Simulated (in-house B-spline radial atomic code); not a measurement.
Sr²⁺. Computed with a B-spline radial atomic code. Model: non-relativistic spherical atom: semilocal Troullier-Martins pseudo-atom, one channel per l, against all electrons, high spin, G0W0 and RPA with empty states to l = 8, local potential for every l without a channel, a model core (radius 0 = none) keeps its share of the functional.

Without relativity these are model numbers for so heavy an element.

What the tables leave out is listed at the end.

The pseudopotential gives back the lowest level of each angular momentum of its own functional in the configuration it was made in; a second state of the same l is only approximately right. Exact exchange, RPA and GW see the smooth pseudo-orbitals and miss the exchange with the core, for which the functional's share stands in. The column with an uncorrelated core keeps all orbitals and exact exchange, and so separates missing core correlation from pseudisation. Only the three outermost levels and the lowest empty one were computed. RPA here is direct RPA, with no exchange kernel, and its energies carry an (l + 1/2)⁻⁴ tail. A hybrid on a potential with a model core restores only its own semilocal share of the core's exchange.

Command:
```bash
python run_psgw.py task.json out
```
Settings (lengths in bohr, energies in hartree):
```
Z                      38
electrons              36
configuration          [Ar] 3d10 4s2 4p6
generated_in           [Ar] 3d10 4s2 4p6
functional             pbe,pbe
core_shells            5
radius_factor          1.15
core_correction        False
```

Time taken, with all properties: 29 s on 1 thread of Arm Neoverse N1, with other jobs on the host.

Given: made with PBE; model core radius 0 bohr; local radius 1.332 bohr; mean-field start PBE.

Valence shells of the generating configuration: 3d, 4s, 4p.

Channel: s 1.384, p 1.53, d 1.297 (radii in bohr).

Computed: largest level miss in the spin-unpolarised generating configuration 0.001 eV; valence RPA correlation energy all-electron orbitals -1.1436 hartree; all-electron RPA polarisability, core included 5.4537 bohr³; pseudo-atom RPA polarisability 5.1656 bohr³.

```tsv
level	occupied	mean-field all-electron (eV)	mean-field pseudo minus all (eV)	G0W0 all-electron (eV)	G0W0 uncorrelated core minus all (eV)	G0W0 pseudo minus all (eV)	exchange self-energy all-electron (eV)	exchange self-energy pseudo (eV)
4p	1	-36.453	0	-43.11	-0.051	-0.742	-27.536	-25.706
3d	1	-144.63	0	-159.34	-0.783	9.244	-92.508	-56.618
```

What is the valence RPA correlation energy pseudo?

-1.2334 hartree.

Given: mean-field start PBE0.

Computed: valence RPA correlation energy all-electron orbitals -1.0987 hartree; valence RPA correlation energy pseudo -1.1996 hartree; all-electron RPA polarisability, core included 5.0125 bohr³.

| level | occupied | mean-field all-electron (eV) | mean-field pseudo minus all (eV) | G0W0 all-electron (eV) | G0W0 uncorrelated core minus all (eV) | G0W0 pseudo minus all (eV) | exchange self-energy all-electron (eV) | exchange self-energy pseudo (eV) |
| --- | --- | --- | --- | --- | --- | --- | --- | --- |
| 4p | 1 | -38.391 | -0.15 | -43.257 | -0.047 | -0.652 | -27.465 | -25.91 |
| 5s (empty) | 0 | -12.546 | -0.051 | -10.838 | -0.004 | -0.07 | -1.8664 | -1.6069 |

What is the pseudo-atom RPA polarisability?

4.6781 bohr³.

Given: mean-field start Hartree-Fock.

Computed: valence RPA correlation energy all-electron orbitals -0.98782 hartree; valence RPA correlation energy pseudo -1.1132 hartree; pseudo-atom RPA polarisability 3.7033 bohr³.

```csv
level,occupied,mean-field all-electron (eV),mean-field pseudo minus all (eV),G0W0 all-electron (eV),G0W0 uncorrelated core minus all (eV),G0W0 pseudo minus all (eV),exchange self-energy all-electron (eV),exchange self-energy pseudo (eV)
4p,1,-42.956,-0.789,-43.601,-0.037,-0.288,-27.134,-26.428
4s,1,-64.641,-0.318,-61.891,-0.044,-0.795,-34.727,-32.871
5s (empty),0,-10.268,-0.04,-10.8,-0.001,-0.001,-1.2214,-1.0604
```

What is the all-electron RPA polarisability, core included?

4.1628 bohr³.

Among the listed levels the largest G0W0 shift of the pseudo-atom is +9.24 eV, for 3d on the PBE start, while leaving the core uncorrelated moves that level by -0.78 eV. So pseudisation and the lost core exchange, not the missing core correlation, make the error. Not in the tables (levels of low weight, unsolved or above zero; the highest and the empty levels are kept at any weight): on PBE the G0W0 levels 4s (pseudo minus all -2.38 eV, weights 0.20 and 0.56); on PBE0 the G0W0 levels 4s (pseudo minus all -1.56 eV, weights 0.77 and 0.72), 3d (pseudo minus all +10.94 eV, weights 0.18 and 1.70); on Hartree-Fock the G0W0 levels 3d (pseudo minus all +12.19 eV, weights 0.64 and 0.28).
